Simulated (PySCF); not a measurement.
Isomers of C8H15N.

All values: PBE0/pcSseg-1 (PySCF) at GFN2-xTB geometries, gas phase, one conformer each.

**Question.** Rank by HOMO–LUMO gap, lowest first.
A. `[CH2:1]=[C:2]1[CH2:3][CH2:4][C@@H:5]([CH3:6])[C@H:7]1[CH2:8][NH2:9]` with C5–C7–C8–N9 -52°, C7–C8–N9–H 180° and -62°, C1–C2–C3–C4 -175°, C2–C3–C4–C5 -28°, C3–C4–C5–C6 -81°, C4–C5–C7–C8 -162°
B. `[CH3:1][N:2]([CH3:3])[C@H:4]1[CH2:5][C@H:6]2[CH2:7][C@H:8]2[CH2:9]1` with C1–N2–C4–C5 59°, N2–C4–C5–C6 151°, C4–C5–C6–C7 -83°, C5–C6–C7–C8 96°, C6–C7–C8–C9 -96°
C. `[CH2:1]=[C:2]1[CH2:3][C@H:4]1[CH2:5][NH:6][CH2:7][CH2:8][CH3:9]` with C3–C4–C5–N6 -86°, C4–C5–N6–C7 178°, C5–N6–C7–C8 -178°, N6–C7–C8–C9 -175°
D. `[NH2:1][C@@H:2]1[CH2:3][C@H:4]2[CH2:5][CH2:6][CH2:7][C@@H:8]1[CH2:9]2` with H–N1–C2–C3 -64° and 178°
E. `[CH3:1][CH2:2]/[C:3]([CH3:4])=[C:5]([CH3:6])\[CH:7]=[N:8]/[CH3:9]` with C1–C2–C3–C4 92°, C3–C5–C7–N8 122°
F. `[CH2:1]=[C:2]([CH2:3][CH2:4][CH2:5][CH3:6])/[N:7]=[CH:8]/[CH3:9]` with C1–C2–C3–C4 109°, C2–C3–C4–C5 175°, C3–C4–C5–C6 -179°, C1–C2–N7–C8 52°

**Answer.** F (5.97 eV), E (6.34 eV), C (6.63 eV), A (7.10 eV), B (7.48 eV), D (8.00 eV).

**Question.** Rank by dipole moment, lowest first.
A. `[CH3:1][N:2]([CH3:3])[C@H:4]1[CH2:5][C@H:6]2[CH2:7][C@H:8]2[CH2:9]1` with C1–N2–C4–C5 59°, N2–C4–C5–C6 151°, C4–C5–C6–C7 -83°, C5–C6–C7–C8 96°, C6–C7–C8–C9 -96°
B. `[CH2:1]=[C:2]([CH2:3][CH2:4][CH2:5][CH3:6])/[N:7]=[CH:8]/[CH3:9]` with C1–C2–C3–C4 109°, C2–C3–C4–C5 175°, C3–C4–C5–C6 -179°, C1–C2–N7–C8 52°
C. `[CH2:1]=[C:2]1[CH2:3][C@H:4]1[CH2:5][NH:6][CH2:7][CH2:8][CH3:9]` with C3–C4–C5–N6 -86°, C4–C5–N6–C7 178°, C5–N6–C7–C8 -178°, N6–C7–C8–C9 -175°
D. `[CH3:1][CH2:2]/[C:3]([CH3:4])=[C:5]([CH3:6])\[CH:7]=[N:8]/[CH3:9]` with C1–C2–C3–C4 92°, C3–C5–C7–N8 122°
E. `[CH2:1]=[C:2]1[CH2:3][CH2:4][C@@H:5]([CH3:6])[C@H:7]1[CH2:8][NH2:9]` with C5–C7–C8–N9 -52°, C7–C8–N9–H 180° and -62°, C1–C2–C3–C4 -175°, C2–C3–C4–C5 -28°, C3–C4–C5–C6 -81°, C4–C5–C7–C8 -162°
F. `[CH2:1]=[C:2](/[CH:3]=[N:4]\[CH3:5])[C:6]([CH3:7])([CH3:8])[CH3:9]` with C1–C2–C3–N4 57°

**Answer.** A (0.70 D), C (0.92 D), E (1.12 D), B (1.35 D), F (1.99 D), D (2.35 D).

All values together:

| SMILES | μ (D) | HOMO (eV) | LUMO (eV) | lowest IAO charge (e) | highest IAO charge (e) | lowest Hirshfeld charge (e) | highest Hirshfeld charge (e) |
| --- | --- | --- | --- | --- | --- | --- | --- |
| C=C1CC[C@@H](C)[C@H]1CN | 1.12 | -6.75 | 0.35 | -0.579 (N) | +0.244 (H) | -0.223 (N) | +0.111 (H) |
| CN(C)[C@H]1C[C@H]2C[C@H]2C1 | 0.70 | -6.14 | 1.34 | -0.304 (C) | +0.148 (H) | -0.097 (N) | +0.046 (H) |
| N[C@@H]1C[C@H]2CCC[C@@H]1C2 | 1.20 | -6.67 | 1.34 | -0.579 (N) | +0.238 (H) | -0.232 (N) | +0.105 (H) |
| C=C(/C=N\C)C(C)(C)C | 1.99 | -6.75 | -0.47 | -0.416 (C) | +0.155 (H) | -0.153 (N) | +0.049 (H) |
| C=C(CCCC)/N=C/C | 1.35 | -6.48 | -0.51 | -0.440 (C) | +0.163 (H) | -0.139 (C) | +0.065 (C) |
| C=C(C)[C@@H]1CC[C@H]1CN | 1.66 | -6.68 | 0.64 | -0.579 (N) | +0.242 (H) | -0.243 (N) | +0.108 (H) |
| C=C1C[C@H]1CNCCC | 0.92 | -6.39 | 0.24 | -0.418 (C) | +0.232 (H) | -0.166 (N) | +0.100 (H) |
| CC/C(C)=C(C)\C=N/C | 2.35 | -6.69 | -0.34 | -0.429 (C) | +0.158 (H) | -0.160 (N) | +0.048 (H) |
| C=CC/C(=N\C)C(C)C | 1.34 | -6.50 | -0.07 | -0.414 (C) | +0.171 (C) | -0.140 (N) | +0.097 (C) |

Conformers: `[CH2:1]=[C:2]1[CH2:3][CH2:4][C@@H:5]([CH3:6])[C@H:7]1[CH2:8][NH2:9]` with C5–C7–C8–N9 -52°, C7–C8–N9–H 180° and -62°, C1–C2–C3–C4 -175°, C2–C3–C4–C5 -28°, C3–C4–C5–C6 -81°, C4–C5–C7–C8 -162°; `[CH3:1][N:2]([CH3:3])[C@H:4]1[CH2:5][C@H:6]2[CH2:7][C@H:8]2[CH2:9]1` with C1–N2–C4–C5 59°, N2–C4–C5–C6 151°, C4–C5–C6–C7 -83°, C5–C6–C7–C8 96°, C6–C7–C8–C9 -96°; `[NH2:1][C@@H:2]1[CH2:3][C@H:4]2[CH2:5][CH2:6][CH2:7][C@@H:8]1[CH2:9]2` with H–N1–C2–C3 -64° and 178°; `[CH2:1]=[C:2](/[CH:3]=[N:4]\[CH3:5])[C:6]([CH3:7])([CH3:8])[CH3:9]` with C1–C2–C3–N4 57°; `[CH2:1]=[C:2]([CH2:3][CH2:4][CH2:5][CH3:6])/[N:7]=[CH:8]/[CH3:9]` with C1–C2–C3–C4 109°, C2–C3–C4–C5 175°, C3–C4–C5–C6 -179°, C1–C2–N7–C8 52°; `[CH2:1]=[C:2]([CH3:3])[C@@H:4]1[CH2:5][CH2:6][C@H:7]1[CH2:8][NH2:9]` with C1–C2–C4–C5 120°, C6–C7–C8–N9 -77°, C7–C8–N9–H 60° and 178°, C2–C4–C5–C6 -139°, C4–C5–C6–C7 15°, C5–C6–C7–C8 -135°, C2–C4–C7–C6 136°; `[CH2:1]=[C:2]1[CH2:3][C@H:4]1[CH2:5][NH:6][CH2:7][CH2:8][CH3:9]` with C3–C4–C5–N6 -86°, C4–C5–N6–C7 178°, C5–N6–C7–C8 -178°, N6–C7–C8–C9 -175°; `[CH3:1][CH2:2]/[C:3]([CH3:4])=[C:5]([CH3:6])\[CH:7]=[N:8]/[CH3:9]` with C1–C2–C3–C4 92°, C3–C5–C7–N8 122°; `[CH2:1]=[CH:2][CH2:3]/[C:4](=[N:5]\[CH3:6])[CH:7]([CH3:8])[CH3:9]` with C1–C2–C3–C4 -118°, C2–C3–C4–N5 94°, C3–C4–C7–C8 -91°.
